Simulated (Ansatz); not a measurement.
C$_{2}$H$_{2}$AlCl, SMILES `Cl[C]1=[CH][AlH]1`, 6 atoms. Total charge 0; spin multiplicity 1. All runs use 2 threads of an Arm Neoverse V1 on a shared host. Correlated methods freeze the cores. Open-shell runs search over several starts.

Task: How many basis functions does each run have, and how long does it take in Ansatz? RHF-CCSD(T)/def2-SVP energy; UKS B2PLYP (frozen core)/def2-TZVPP energy of the cation; UKS B3LYP-D4/def2-TZVPP energy of the cation; RKS B97M-V/def2-TZVPP energy; direct RPA on PBE orbitals/def2-TZVPP energy; UKS PBE0-D4/def2-TZVPP energy of the cation; RKS ωB97M-V/def2-QZVPP energy; RHF-CCSD(T)/def2-TZVPP energy; RHF-MP2/def2-QZVPP energy; RKS ωB97M-V/def2-SVP energy; UHF-CCSD(T)/def2-TZVPP energy of the cation; RKS PBE0-D4/def2-SVP energy. (An estimate is asked.)

Result: Computed: Other jobs shared the machine, so times are rough.

| level | job | functions | wall time | peak host memory (GiB) |
| --- | --- | --- | --- | --- |
| RKS PBE0-D4/def2-SVP | energy | 74 | 1.1 s | 0.13 |
| RHF-CCSD(T)/def2-SVP | energy | 74 | 1.2 s | 0.17 |
| direct RPA on PBE orbitals/def2-TZVPP | energy | 174 | 4.5 s | 0.34 |
| RKS ωB97M-V/def2-SVP | energy | 74 | 5.5 s | 0.2 |
| RKS B97M-V/def2-TZVPP | energy | 174 | 7.5 s | 0.24 |
| UKS B3LYP-D4/def2-TZVPP | energy of the cation | 174 | 9.5 s | 0.46 |
| UKS PBE0-D4/def2-TZVPP | energy of the cation | 174 | 11 s | 0.46 |
| RHF-MP2/def2-QZVPP | energy | 314 | 11 s | 1.1 |
| RKS ωB97M-V/def2-QZVPP | energy | 314 | 17 s | 0.93 |
| UKS B2PLYP (frozen core)/def2-TZVPP | energy of the cation | 174 | 22 s | 0.52 |
| RHF-CCSD(T)/def2-TZVPP | energy | 174 | 26 s | 1.4 |
| UHF-CCSD(T)/def2-TZVPP | energy of the cation | 174 | 2.3 min | 3.5 |

B3LYP here is the variant with VWN-RPA as its local correlation; programs differ in this.
